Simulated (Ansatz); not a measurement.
`[SiH3]O[AsH2]` + `F[SiH2]N[SiH3]` → `F[SiH2]N([SiH3])[SiH3]` + `O[AsH2]` at 298.15 K and 1 bar (ligand exchange at the Si–O bond).

Computed with Ansatz on PBE0-D4/def2-TZVP structures; ΔE is electronic, products minus reactants. CBS: MP2 limit from def2 TZ/QZ plus the TZ coupled-cluster correction, frozen cores. This one scheme is used for every species. For As outer-core shells are correlated without core-valence functions, which leaves a few kJ/mol of doubt a bond. Scalar relativity is left out up to krypton. Each species was taken in one conformer, which may not be the lowest.

```tsv
species	CCSD(T)/CBS energy (Eh)	H − E (kJ/mol)	S (J/(mol·K))
`[SiH3]O[AsH2]`	-2602.28728	136.3	338.7
`F[SiH2]N[SiH3]`	-736.37696	182.7	339.7
`F[SiH2]N([SiH3])[SiH3]`	-1026.67748	229.9	395.6
`O[AsH2]`	-2311.97217	89.1	265.7
```

H − E and S are ideal-gas, rigid-rotor, harmonic terms from PBE0-D4/def2-TZVP, for one conformer and one mirror image of each species. 1 Eh = 2625.50 kJ/mol, R = 8.31446 J/(mol·K).

Q: By hand: ΔE, ΔH, ΔS and ΔG.

A: ΔE = (-1026.67748) + (-2311.97217) − (-2602.28728) − (-736.37696) = 0.01459 Eh = 38.3 kJ/mol. Δ(H − E) = 229.9 + 89.1 − 136.3 − 182.7 = 0.0, so ΔH = 38.3 kJ/mol. ΔS = 395.6 + 265.7 − 338.7 − 339.7 = -17.1 J/(mol·K). ΔG = 38.3 − 298.15 × (-17.1)/1000 = 43.4 kJ/mol.

Q: By hand: the equilibrium constant, and the temperature at which ΔG would vanish if ΔH and ΔS stayed fixed.

A: log₁₀ K = −ΔG/(RT ln 10) = -7.6. ΔH and −TΔS have one sign here, so there is no such temperature.

ΔH outweighs TΔS. A doubt of 5 kJ/mol in ΔE shifts log₁₀ K by 0.9 here. Other conformers and mirror images would add mixing entropy, several J/(mol·K) or more a flexible species. Modes under 60 cm⁻¹, often nearly free rotors, make the harmonic entropy too high. These are equilibria of isolated gas molecules and say nothing of rates. Largest T1 diagnostic: 0.012 (customary marks: 0.02 for closed shells, 0.045 for open ones).
